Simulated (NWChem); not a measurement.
Molecule: boron oxyfluoride (BOF); SMILES FB=O

```xyz
3

F      0.0000     0.0000    -1.2080
B      0.0000     0.0000     0.0862
O      0.0000     0.0000     1.3052
```
Atoms are numbered in this order, from 1.

All runs use the structure optimised with PBE-D3(BJ)/def2-SVP.

Q: List the 4 lowest vertical singlet excitations from CAM-B3LYP/6-31G* (spherical d), TDA (NWChem).

A: 
```
state  energy (eV)  oscillator strength  leading excitation (squared amplitude)
-----  -----------  -------------------  --------------------------------------
S1            8.73                0.054                      HOMO → LUMO (0.99)
S2            8.73                0.054                    HOMO−1 → LUMO (0.99)
S3            8.96                0.000                  HOMO−1 → LUMO+1 (0.50)
S4            9.24                0.000                  HOMO−1 → LUMO+1 (0.50)
```
